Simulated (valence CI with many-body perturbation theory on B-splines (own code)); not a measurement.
Values are calculated unless marked as measured or tabulated.
Ladder of approximations for Sr32+

Method: configuration interaction combined with many-body perturbation theory (CI+MBPT): four valence electrons over a frozen Dirac-Fock core [He], a basis of 11 s, 11 p, 9 d, 7 f, 5 g, 2 h, 1 i functions for each j, with the one-electron correlation potential Σ1, the two-electron term Σ2, the three-electron term Σ3, Breit, model QED; selected CI, second order for the rest (own B-spline code, finite nucleus).

The last digits are not significant, and no measured levels were compared; by estimate large intervals hold to a few tenths of a per cent, small ones and those within an open d or f shell to about a per cent. Among the levels kept, up to 290 cm⁻¹ of a level comes from second order outside the variational space, and about a tenth of that is noise between levels of different J, which matters for small intervals.

Each rung adds one term. CI alone is the Dirac-Coulomb CI over the frozen core; QED comes last and gives the full result, which names the levels. Energies are above (2s^2 2p1/2^2) J=0 on the same rung, in eV.

Levels are named by their leading jj configuration (3d3/2^4 stands for four electrons in 3d with j = 3/2), which in mixed levels can hold well under half, so a name can repeat and another be missing. Letters in brackets count levels of one name in rising energy.

```
                     Level  CI alone
    (2s^2 2p1/2 2p3/2) J=1      65.5
    (2s^2 2p1/2 2p3/2) J=2      77.5
        (2s^2 2p3/2^2) J=2     150.2
    (2s 2p1/2^2 2p3/2) J=2     173.3
        (2s^2 2p3/2^2) J=0     174.7
    (2s 2p1/2^2 2p3/2) J=1     218.2
(2s 2p1/2 2p3/2^2) J=2 [a]     243.7
    (2s 2p1/2 2p3/2^2) J=3     264.5
    (2s 2p1/2 2p3/2^2) J=0     285.0
(2s 2p1/2 2p3/2^2) J=1 [a]     292.5
(2s 2p1/2 2p3/2^2) J=2 [b]     302.2
(2s 2p1/2 2p3/2^2) J=1 [b]     310.4
          (2s 2p3/2^3) J=2     359.6
          (2s 2p3/2^3) J=1     394.9
     (2p1/2^2 2p3/2^2) J=2     431.0
     (2p1/2^2 2p3/2^2) J=0     457.3
```

(1) What do these energies become with core correlation, Breit and QED?

(2) How does the ionisation energy move along the ladder, and which term matters most?

Answers

(1) (2s^2 2p1/2 2p3/2) J=1 64.1 (-1.45); (2s^2 2p1/2 2p3/2) J=2 75.0 (-2.49); (2s^2 2p3/2^2) J=2 146.8 (-3.44); (2s 2p1/2^2 2p3/2) J=2 170.5 (-2.72); (2s^2 2p3/2^2) J=0 172.4 (-2.39); (2s 2p1/2^2 2p3/2) J=1 215.9 (-2.23); (2s 2p1/2 2p3/2^2) J=2 [a] 240.4 (-3.25); (2s 2p1/2 2p3/2^2) J=3 259.5 (-4.98); (2s 2p1/2 2p3/2^2) J=0 282.2 (-2.80); (2s 2p1/2 2p3/2^2) J=1 [a] 289.0 (-3.55); (2s 2p1/2 2p3/2^2) J=2 [b] 297.6 (-4.54); (2s 2p1/2 2p3/2^2) J=1 [b] 306.8 (-3.58); (2s 2p3/2^3) J=2 354.6 (-5.02); (2s 2p3/2^3) J=1 389.9 (-5.04); (2p1/2^2 2p3/2^2) J=2 426.5 (-4.54); (2p1/2^2 2p3/2^2) J=0 453.7 (-3.55).

(2) CI alone 4063.9, + Σ1 4064.2, + Σ2 4064.2, + Σ3 4064.1, + Breit 4060.1, + QED 4060.2 eV. The largest step is Breit, -4.0 eV. NIST lists 4053 ± 4 eV (semi-empirical).
